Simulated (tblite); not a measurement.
Start geometry of `COc1csc(CO[SiH3])c1` from a force field or distance geometry (Å):
```
atom  x, y, z in Å
C1    -3.3381   -0.7835   -1.5866
O2    -2.4380    0.2851   -1.4584
C3    -1.3461    0.0623   -0.5544
C4    -1.2001   -1.0795    0.1203
S5     0.3342   -1.0987    1.2578
C6     0.5555    0.6547    0.5404
C7     1.7161    1.5569    0.9325
O8     2.7737    1.3346    0.0729
Si9    3.1727   -0.3513    0.2511
C10   -0.4121    1.0008   -0.3294
H11   -3.5463   -1.2108   -0.5801
H12   -2.8935   -1.5564   -2.2381
H13   -4.3037   -0.4277   -2.0504
H14   -1.8063   -2.0094    0.1397
H15    1.3394    2.5829    0.8371
H16    1.9834    1.3593    2.0068
H17    2.9267   -0.6494    1.6746
H18    2.3050   -1.1437   -0.6307
H19    4.5862   -0.5095    0.0106
H20   -0.4138    1.9938   -0.8281
```

Task: What comes out of this run: GFN2-xTB geometry optimisation, gas phase in tblite?

Result: 
```
atom  x, y, z in Å
C1    -3.3414   -0.7970   -1.6895
O2    -2.2901    0.1345   -1.6082
C3    -1.4266   -0.0071   -0.5723
C4    -1.4195   -0.9724    0.3904
S5    -0.1388   -0.7352    1.5196
C6     0.3889    0.6888    0.6919
C7     1.5940    1.4362    1.1533
O8     2.7388    1.1199    0.4158
Si9    3.4072   -0.3258    0.1097
C10   -0.3806    0.9415   -0.3975
H11   -3.9593   -0.7773   -0.7857
H12   -2.9625   -1.8125   -1.8433
H13   -3.9413   -0.4987   -2.5475
H14   -2.0768   -1.8067    0.5244
H15    1.4298    2.5135    1.0303
H16    1.7741    1.2243    2.2149
H17    3.6854   -1.0550    1.3509
H18    2.5476   -1.1697   -0.7251
H19    4.5984    0.1397   -0.5796
H20   -0.2325    1.7695   -1.0652
```

The energy falls by 41.0 kcal/mol over 124 L-BFGS steps, the largest force on an atom goes from 5.20 to 0.009 eV/Å, and the atoms move by 0.462 Å rms after alignment. The bond that changes most is C4–S5 (aromatic CH next to a ring sulfur to thiophene-type sulfur), which shortens by 0.186 Å. Bonds longer at the end by more than 0.005 Å: 5 of 20; shorter: 12. Among the angles that change most is C7–O8–Si9, from 105.5° to 129.7°. Among the dihedrals that turn most is C7–O8–Si9–H19, from -149° to -175°. Rotational constants go from 2117, 544.9, 490.6 to 2015, 508.6, 481.5 MHz. The orientation of the end geometry is arbitrary; only internal coordinates are fixed.

Its GFN2-xTB frequencies are all real (lowest 22 cm⁻¹). One conformer, not necessarily the lowest.

These are computed values.
